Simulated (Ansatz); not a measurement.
`ClC[CH2][GeH3]` + H–F → `F[CH2][GeH3]` + `CCl`  (substitution at a C–C bond)

Calculated with Ansatz (gas phase, PBE0-D4/def2-TZVP geometries, no zero-point term in ΔE). CCSD(T)/CBS adds triple-zeta CCSD(T) − MP2 to the extrapolated MP2 energy (def2 sets, frozen cores). This one scheme is used for every species. Functionals use def2-TZVPP. For Ge outer-core shells are correlated without core-valence functions, which leaves a few kJ/mol of doubt a bond. Scalar relativity is left out up to krypton. Each species was taken in one conformer, which may not be the lowest.

`ClC[CH2][GeH3]`:

Cartesian coordinates in Å:
```
Cl -1.746 1.585 0.254
C -1.317 -0.123 0.570
C 0.177 -0.323 0.665
Ge 1.174 0.192 -0.953
H -1.824 -0.393 1.496
H -1.751 -0.700 -0.247
H 0.371 -1.385 0.848
H 0.582 0.230 1.516
H 0.397 -0.283 -2.194
H 2.545 -0.508 -0.924
H 1.393 1.708 -1.032
```

H–F:

Cartesian coordinates in Å:
```
F -0.274 0.037 -0.368
H 0.274 -0.037 0.368
```

`F[CH2][GeH3]`:

Z-matrix (Å, degrees):
```
C
Ge 1 1.975
F 1 1.386 2 110.3
H 1 1.094 2 110.7 3 119.9
H 1 1.094 2 110.7 3 -119.8
H 2 1.539 1 108.3 3 179.9
H 2 1.535 1 109.6 3 -60.5
H 2 1.535 1 109.6 3 60.3
```

`CCl`:

Z-matrix (Å, degrees):
```
C
Cl 1 1.773
H 1 1.088 2 108.6
H 1 1.087 2 108.7 3 -120.0
H 1 1.088 2 108.7 3 120.0
```

| species | BHLYP energy (Eh) |
| --- | --- |
| `ClC[CH2][GeH3]` | -2617.58904 |
| H–F | -100.45182 |
| `F[CH2][GeH3]` | -2217.90979 |
| `CCl` | -500.11136 |

(1) Work out ΔE.

Largest T1 diagnostic among the species: 0.011.

## Answers

(1) ΔE = (-2217.90979) + (-500.11136) − (-2617.58904) − (-100.45182) = 0.01971 Eh = +51.7 kJ/mol. CCSD(T)/CBS gives +79.5 kJ/mol.

From PBE to PBE0 (25 % exact exchange), in def2-TZVPP and without D4, ΔE moves by +6.5 kJ/mol. The D4 term adds +12.5 kJ/mol with B3LYP and +6.8 kJ/mol with PBE0; it sums over pairs of atoms, weighted by their polarisabilities, and B3LYP, whose exchange is more repulsive, gets the larger term.

B3LYP here is the variant with VWN-RPA as its local correlation; programs differ in this.
